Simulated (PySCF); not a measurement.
This PySCF input asks for the NMR shieldings of SMILES CC#CP(C)C1CC1, C₇H₁₁P; the geometry comes from GFN2-xTB.

```python
import basis_set_exchange as bse
import numpy as np
from pyscf import gto, dft
from pyscf.prop import nmr

atoms = """
C     3.094677   -1.192926    0.327844
C     1.962213   -0.450049   -0.178848
C     0.997498    0.174336   -0.542842
P    -0.333815    1.058967   -1.295299
C    -0.384976    2.487848   -0.107323
C    -1.739293    0.101379   -0.572825
C    -1.649650   -0.571755    0.764486
C    -1.676089   -1.392746   -0.485330
H     3.856222   -0.505589    0.696788
H     2.782922   -1.844634    1.144663
H     3.523753   -1.803696   -0.466900
H    -1.262024    3.095487   -0.325618
H     0.505022    3.098460   -0.247776
H    -0.430829    2.138659    0.923073
H    -2.698335    0.532354   -0.846703
H    -2.522929   -0.566940    1.400842
H    -0.714768   -0.513582    1.303237
H    -2.564002   -1.962503   -0.716162
H    -0.755398   -1.873820   -0.782769
"""
names = dict.fromkeys(["C", "P", "H"], "pcSseg-1")
basis = {el: gto.basis.parse(bse.get_basis(n, elements=[el], fmt="nwchem")) for el, n in names.items()}
mol = gto.M(atom=atoms, basis=basis, charge=0, verbose=0)
mf = dft.RKS(mol, xc="PBE0")
mf.grids.level = 2
mf.grids.alignment = dft.numint.BLKSIZE   # the property module wants whole blocks of grid points
mf.conv_tol = 1e-9
mf.kernel()

calc = nmr.RKS(mf)   # GIAO
C = mf.mo_coeff
Co = C[:, mf.mo_occ > 0]
resp = mf.gen_response(singlet=True, hermi=2)
def vind(x):   # induced exchange potential for any number of trial vectors
    d = np.einsum("pi,xij,qj->xpq", C, 2 * x.reshape(-1, C.shape[1], Co.shape[1]), Co, optimize=True)
    return np.einsum("xpq,pi,qj->xij", resp(d - d.transpose(0, 2, 1)), C, Co, optimize=True).ravel()
mo1, _ = nmr.rhf.solve_mo1(calc, with_cphf=vind)
sigma = calc.kernel(mo1)
for i, s in enumerate(sigma):   # ppm
    print("%2d %-2s %9.2f" % (i, mol.atom_pure_symbol(i), np.trace(s) / 3))
```

Task: What does it print?

Result: 
```
 0 C     180.94
 1 C      76.25
 2 C     103.87
 3 P     384.33
 4 C     169.41
 5 C     175.61
 6 C     182.15
 7 C     181.41
 8 H      29.63
 9 H      29.64
10 H      29.65
11 H      30.75
12 H      30.43
13 H      30.11
14 H      31.24
15 H      31.13
16 H      30.87
17 H      31.03
18 H      31.14
```

These numbers come from an equivalent density-fitted implementation of the same equations, which agrees with the script to about 0.01 ppm for H and up to a few tenths of a ppm for heavy atoms, so last digits may differ.

Size and cost of the density-fitted run: 198 basis functions, of the order of 80 core-seconds.
